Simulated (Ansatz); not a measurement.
A made-up structure of AlH$_{2}$Te, doublet:

Al1  (-0.124, 1.390, 0.268)
Te2  (0.115, -1.110, -0.127)
H3  (0.494, -1.998, 1.260)
H4  (-0.437, 1.648, -1.197)
(Å)

It is relaxed with PBE-D4/def2-SVP and then PBE0-D4/def2-TZVP (Ansatz 0.2.0). Atoms count as bonded within 1.22 times the sum of their covalent radii (H–H: 0.88 Å). The end point is not checked to be a true minimum.

Question: Does its bonding change? (A judgement: the text doesn't fix the answer.)

Answer: Computed: No: no bond forms or breaks.

Where it ends: The first stage lowers the energy by 0.28 eV in 6 steps. It ends as AlH₂Te ([AlH][TeH]):
| atom | x (Å) | y (Å) | z (Å) |
| --- | --- | --- | --- |
| Al1 | -0.1007 | 1.0910 | 0.1911 |
| Te2 | 0.1321 | -1.4043 | -0.2332 |
| H3 | 0.4758 | -1.7057 | 1.3603 |
| H4 | -0.4590 | 1.9492 | -1.1130 |

Labels in which every atom is bracketed show which atoms are joined, not bond orders.

For scale, one of the runs: PBE0-D4/def2-TZVP relaxation, 99 basis functions, launched by `ansatz run in.yaml --threads 2 --pin off --events-out ev --progress --plain --max-ram 4352MiB`. The run took about 12 s on 2 CPU threads of an Arm Neoverse V2 (shared host).
